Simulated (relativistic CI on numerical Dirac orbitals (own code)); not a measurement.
**Sensitivity of the levels of I XXXV to α and to the nuclear radius**

Method of calculation: Dirac-Coulomb-Breit CI, KLI orbitals optimised for each configuration, derivatives by finite differences, unscaled Slater integrals, QED left out (own radial code, finite nucleus).

Configurations in the expansion (outside the closed core [Ne]): 3s2.3p6.3d, 3s2.3p5.3d2, 3s.3p6.3d2, 3s2.3p6.4s, 3s2.3p6.4p, 3p6.3d3, 3p5.3d4. Double excitations out of closed p, d and f shells are left out; levels of such configurations are missing from the list, as are those of other unlisted configurations, and high levels can miss mixing partners.

With x = (α/α₀)² − 1 an excitation energy changes as ω = ω₀ + qx; K = 2q/ω₀ is the relative enhancement. Terms are leading LS components, so labels can repeat. The field-shift factor is F = δν/δ⟨r²⟩ for the transition from the lowest level.

Lowest level 3s2.3p6.3d 2D_3/2.

```csv
Level,ω₀ (cm⁻¹),q (cm⁻¹),K,F (GHz/fm²)
3s2.3p6.3d 2D_5/2,123499,123700,2,1.08
3s2.3p5.3d2 4D°_1/2,1283238,62140,0.0968,3.76
3s2.3p5.3d2 4D°_3/2,1293410,53030,0.082,3.83
3s2.3p5.3d2 4F°_5/2,1330158,55340,0.0832,3.96
3s2.3p5.3d2 4G°_7/2,1355154,46530,0.0687,3.89
3s2.3p5.3d2 4D°_5/2,1400068,152200,0.217,4.69
3s2.3p5.3d2 4G°_9/2,1427017,157900,0.221,4.89
3s2.3p5.3d2 4D°_7/2,1428968,172300,0.241,4.85
3s2.3p5.3d2 4P°_3/2,1439952,83520,0.116,3.82
3s2.3p5.3d2 2D°_3/2,1455284,160700,0.221,4.63
3s2.3p5.3d2 4P°_5/2,1465428,166400,0.227,4.87
3s2.3p5.3d2 4G°_11/2,1469005,184500,0.251,5.24
3s2.3p5.3d2 2G°_7/2,1489056,162200,0.218,4.89
3s2.3p5.3d2 4P°_1/2,1517759,172900,0.228,4.59
3s2.3p5.3d2 2F°_7/2,1541406,166500,0.216,5.1
3s2.3p5.3d2 2D°_5/2,1550363,183500,0.237,5.15
3s2.3p5.3d2 4F°_9/2,1551055,205300,0.265,5.38
3s2.3p5.3d2 2D°_3/2,1566300,178000,0.227,4.69
3s2.3p5.3d2 2H°_11/2,1579063,243400,0.308,5.86
3s2.3p5.3d2 2D°_5/2,1596292,268000,0.336,5.6
3s2.3p5.3d2 2F°_7/2,1631859,277200,0.34,5.73
3s2.3p5.3d2 2D°_3/2,1641926,211400,0.258,2.22
3s2.3p5.3d2 2G°_9/2,1643095,233700,0.284,5.73
```

At this charge energies of transitions that change n are usually good to better than 1 %, and those within a shell (Δn = 0) to a few per cent.
